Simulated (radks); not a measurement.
Task: These are the eigenvalues of the occupied orbitals of an atom or ion with whole-number occupations (eV). Method: non-relativistic Kohn-Sham, PBE, spin-polarised, spherical densities, point nucleus; computed with a radial shooting solver on a logarithmic mesh with Libxc functionals.

1s up: -36095.10
1s down: -36080.47
2s up: -8502.248
2s down: -8476.504
2p up: -8365.675

Which element is it, and in what charge state? The configuration may be excited. Open shells, if any, are filled with parallel spins first.

Result: Z = 53, iodine, charge +48: I48+ in [He] 2s2 2p1. The list shows which subshells hold electrons but not how many an open one holds; the 1s level, -1326.5 hartree, gives Z - s = 51.5 by -(Z - s)^2/2, which with screening narrows Z to a few neighbours, and the depths of the outer levels then fix element, charge and occupations together.
